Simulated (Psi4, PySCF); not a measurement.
Interaction energy of C2H3N ··· H3O+ (SMILES CC#N and [OH3+]) (charge +1). Monomers: optimised at B3LYP-D3(BJ) (def2-TZVP), held rigid. Orientation: a random orientation, not optimised. R is the distance of the centres of mass, along which the second monomer moves.

Geometry at R = 3.65 Å (first 6 atoms: monomer A):
```
10

C     -0.4884    -0.0073     0.0112
C      0.9654     0.0143    -0.0219
N      2.1144     0.0315    -0.0483
H     -0.8736    -0.6164    -0.8068
H     -0.8364    -0.4267     0.9553
H     -0.8813     1.0046    -0.0895
O      2.7930    -3.0085    -0.2068
H      3.6087    -3.5537    -0.2072
H      2.1187    -3.3156    -0.8500
H      2.4310    -2.8493     0.6911
```

Levels of theory: PBE-D3(BJ)/def2-TZVP, counterpoise-corrected (Psi4); RHF/3-21G = restricted Hartree-Fock/3-21G, no counterpoise correction (PySCF); MP2/aug-cc-pVDZ = Psi4 with DF-MP2/aug-cc-pVDZ, frozen core, counterpoise-corrected; SAPT0/jun-cc-pVDZ, frozen core (Psi4).

Interaction energies in kcal/mol:

| R / Å | PBE-D3(BJ)/def2-TZVP | RHF/3-21G | MP2/aug-cc-pVDZ |
|---|---|---|---|
| 3.02 | -6.89 | -2.96 | -5.37 |
| 3.26 | -9.01 | -6.07 | -7.79 |
| 3.43 | -9.35 | -6.78 | -8.30 |
| 3.65 | -9.10 | -6.77 | -8.23 |
| 3.87 | -8.49 | -6.31 | -7.78 |
| 4.05 | -7.89 | -5.85 | -7.30 |
| 4.39 | -6.78 | -5.07 | -6.39 |
| 4.64 | -6.05 | -4.62 | -5.78 |
| 5.16 | -4.85 | -3.91 | -4.73 |
| 5.86 | -3.74 | -3.21 | -3.71 |
| 6.88 | -2.75 | -2.46 | -2.74 |
| 8.13 | -2.00 | -1.84 | -1.99 |

Task: What does SAPT0/jun-cc-pVDZ give at the same points?

Result: 3.02: -4.47; 3.26: -7.19; 3.43: -7.85; 3.65: -7.95; 3.87: -7.63; 4.05: -7.24; 4.39: -6.44; 4.64: -5.87; 5.16: -4.87; 5.86: -3.87; 6.88: -2.88; 8.13: -2.11 (kcal/mol).
